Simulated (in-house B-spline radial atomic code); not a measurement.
## Ionising Rb VII (Rb6+) with different functionals

Computed with an all-electron radial atomic-structure program (B-spline basis): non-relativistic Hamiltonian, point nucleus, spin-polarised at highest spin, spherical fractional occupations for the functionals, and exact exchange of hybrids averaged over the configuration. The ionisation energy is the difference of two self-consistent energies, [Ar] 3d10 4s2 4p1 → [Ar] 3d10 4s2, without Breit or QED terms; ε is the level of the shell that loses the electron (its least bound occupied spin orbital). There is no spin-orbit coupling in this Hamiltonian.

```json
{"method": "PBE0", "rung": "global hybrid", "ΔSCF (eV)": "97.83", "-ε(4p) (eV)": "92.43"}
{"method": "B3LYP", "rung": "global hybrid", "ΔSCF (eV)": "?", "-ε(4p) (eV)": "?"}
{"method": "TPSSh", "rung": "global hybrid", "ΔSCF (eV)": "97.73", "-ε(4p) (eV)": "91.31"}
{"method": "M06-2X", "rung": "global hybrid", "ΔSCF (eV)": "97.53", "-ε(4p) (eV)": "94.68"}
{"method": "BHandHLYP", "rung": "global hybrid", "ΔSCF (eV)": "97.91", "-ε(4p) (eV)": "94.28"}
{"method": "r2SCAN0", "rung": "global hybrid", "ΔSCF (eV)": "97.81", "-ε(4p) (eV)": "92.60"}
{"method": "B97-1", "rung": "global hybrid", "ΔSCF (eV)": "97.70", "-ε(4p) (eV)": "91.99"}
{"method": "HSE06", "rung": "range-separated hybrid", "ΔSCF (eV)": "?", "-ε(4p) (eV)": "?"}
{"method": "wB97X", "rung": "range-separated hybrid", "ΔSCF (eV)": "97.81", "-ε(4p) (eV)": "94.95"}
{"method": "CAM-B3LYP", "rung": "range-separated hybrid", "ΔSCF (eV)": "98.14", "-ε(4p) (eV)": "94.14"}
{"method": "LC-wPBE", "rung": "range-separated hybrid", "ΔSCF (eV)": "98.08", "-ε(4p) (eV)": "95.67"}
```

(1) What does B3LYP give?

(2) What does HSE06 give?

(3) Among the functionals, which spreads more, the ΔSCF values or the orbital energies?

(4) How do they compare with the NIST value?

## Answers

(1) ΔSCF 98.10 eV, and -ε(4p) = 92.20 eV.

(2) ΔSCF 97.90 eV, and -ε(4p) = 91.99 eV.

(3) The orbital energies: ΔSCF values span about 0.61 eV and the orbital energies 4.36 eV; here energy differences depend much less on the functional than eigenvalues do.

(4) NIST lists 98.67 eV ± 0.04 (semi-empirical, ground level to ground level). Errors run from -1.14 to -0.53 eV; CAM-B3LYP is closest (-0.53 eV), though others lie within the uncertainty of it, and part of that can be cancellation, since the calculations leave out relativity, Breit-QED terms, multiplet and fine-structure energies.
